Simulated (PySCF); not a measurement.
AlCl, SMILES [Al][Cl] (connectivity only; charge and spin as stated), neutral, multiplicity 1. The structure is a stationary point at PBE-D3(BJ)/def2-TZVPD.

Method: PBE-D3(BJ)/def2-TZVPD (PySCF).

Harmonic wavenumbers (cm⁻¹): 454. Rotational constants (GHz): 7.039 (linear); symmetry number 1.

### Question
Work out the zero-point energy and the ideal-gas rigid-rotor harmonic-oscillator thermochemistry at 298.15 K and 1 atm.

### Answer
ZPE = ½ Σ hcν = ½ × 454 cm⁻¹ = 2.72 kJ/mol. H − E(el) = 12.08 kJ/mol. Entropy in J/(mol K): translation 160.30, rotation 64.71, vibration 3.28, total 228.29. G − E(el) = -55.99 kJ/mol. Cp = 34.76 J/(mol K).
